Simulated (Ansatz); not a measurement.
`N[SiH2][SnH3]` + `OCF` → `FC[O][SnH3]` + `N[SiH3]` at 298.15 K and 1 bar (cleavage of the Sn–Si bond).

Computed with Ansatz on PBE0-D4/def2-TZVP structures; ΔE is electronic, products minus reactants. CCSD(T)/CBS adds triple-zeta CCSD(T) − MP2 to the extrapolated MP2 energy (def2 sets, frozen cores). This one scheme is used for every species. def2 core potentials past Kr. For Sn outer-core shells are correlated without core-valence functions, which leaves a few kJ/mol of doubt a bond. One conformer a species, not always the lowest.

```csv
species,CCSD(T)/CBS energy (Eh),H − E (kJ/mol),S (J/(mol·K))
`N[SiH2][SnH3]`,-562.02294,187.1,354.0
`OCF`,-214.81254,130.4,256.5
`FC[O][SnH3]`,-430.03212,163.3,340.7
`N[SiH3]`,-346.80422,145.7,264.3
```

H − E and S are ideal-gas, rigid-rotor, harmonic terms from PBE0-D4/def2-TZVP, for one conformer and one mirror image of each species. 1 Eh = 2625.50 kJ/mol, R = 8.31446 J/(mol·K).

Question: By hand: ΔE, ΔH, ΔS and ΔG.

Answer: ΔE = (-430.03212) + (-346.80422) − (-562.02294) − (-214.81254) = -0.00086 Eh = -2.3 kJ/mol. Δ(H − E) = 163.3 + 145.7 − 187.1 − 130.4 = -8.5, so ΔH = -10.8 kJ/mol. ΔS = 340.7 + 264.3 − 354.0 − 256.5 = -5.5 J/(mol·K). ΔG = -10.8 − 298.15 × (-5.5)/1000 = -9.2 kJ/mol.

Question: By hand: the equilibrium constant, and the temperature at which ΔG would vanish if ΔH and ΔS stayed fixed.

Answer: log₁₀ K = −ΔG/(RT ln 10) = 1.6. ΔG = 0 at ΔH/ΔS = 1964 K, though so small a ΔS makes that figure unsure.

The number of gas molecules stays the same, so ΔS is small and ΔH decides. A doubt of 5 kJ/mol in ΔE shifts log₁₀ K by 0.9 here. Other conformers and mirror images would add mixing entropy, several J/(mol·K) or more a flexible species. Modes under 60 cm⁻¹, often nearly free rotors, make the harmonic entropy too high. These are equilibria of isolated gas molecules and say nothing of rates. Largest T1 diagnostic: 0.013 (customary marks: 0.02 for closed shells, 0.045 for open ones).
